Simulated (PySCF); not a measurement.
How methods differ on the excitation energy of Ge

Ge [Ar] 3d10 4s2 4p2 (3P) → Ge [Ar] 3d10 4s1 4p3 (5S), as a difference of total energies. Calculation: PySCF 2.14, in aug-cc-pVTZ-PP with ECP10MDF; scalar relativity through the core potential. Correlated levels: valence: 3s2 3p6 3d10 frozen. The calculations carry no spin-orbit coupling.

```
           method  excitation energy (cm⁻¹)
              UHF                     28117
    MP2 (valence)                     35182
SCS-MP2 (valence)                     38434
   CCSD (valence)                     36976
CCSD(T) (valence)                     37309
```

Errors of the correlated levels include the incompleteness of this basis and the frozen core.

For comparison: 40958 cm⁻¹ (measured; NIST levels, between the centres of gravity of the two terms).
